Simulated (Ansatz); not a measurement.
Process, species as SMILES: CCCCCO → CC[CH]CCO + H atom (the C-H bond at the site shown breaks; other sites are not compared here)
Geometries: B3LYP-D3(BJ)/def2-TZVP minima from Ansatz (a program for electronic structure), one conformer each, not searched for the lowest. Frequencies are from Ansatz.

Quantity: bond dissociation energy (0 K, with B3LYP-D3(BJ) harmonic zero-point energies), in eV. Cores are frozen in the correlated levels unless marked. UHF or UKS for open shells. No spin-orbit coupling. No relativistic terms. CBS(X,Y): correlation extrapolated as X^-3; Hartree-Fock from the larger set. [CCSD(T)-MP2]/basis is that difference in the basis named.

```tsv
level	program	bond dissociation energy (eV)
BLYP-D4/def2-TZVPD	Ansatz + dftd4	?
revPBE-D4/def2-TZVPD	Ansatz + dftd4	?
PBE0-D3(BJ)/def2-TZVPD	Ansatz + dftd3	4.04
PBE0-D4/def2-TZVPD	Ansatz + dftd4	4.04
PBE0/def2-TZVPD	Ansatz	4.03
PBE0/def2-QZVPP	Ansatz	4.04
LC-wPBE-D3(BJ)/def2-TZVPD	Ansatz + dftd3	?
wB97M-V/def2-TZVPD	Ansatz	4.22
PBE-QIDH/def2-TZVPD	Ansatz	?
SCS-MP2/STO-3G	Ansatz	4.89
SCS-MP2/cc-pVTZ	Ansatz	4.30
CCSD/STO-3G	Ansatz	4.89
CCSD(T) with core electrons/cc-pwCVTZ	Ansatz	4.22
RI-MP2/CBS(cc-pVTZ,cc-pVQZ)+[CCSD(T)-MP2]/cc-pVTZ	Ansatz	4.28
```

Question: Fill in the missing entries.

Answer: 
- BLYP-D4/def2-TZVPD, bond dissociation energy (eV): 4.01
- revPBE-D4/def2-TZVPD, bond dissociation energy (eV): 3.96
- LC-wPBE-D3(BJ)/def2-TZVPD, bond dissociation energy (eV): 4.06
- PBE-QIDH/def2-TZVPD, bond dissociation energy (eV): 4.11
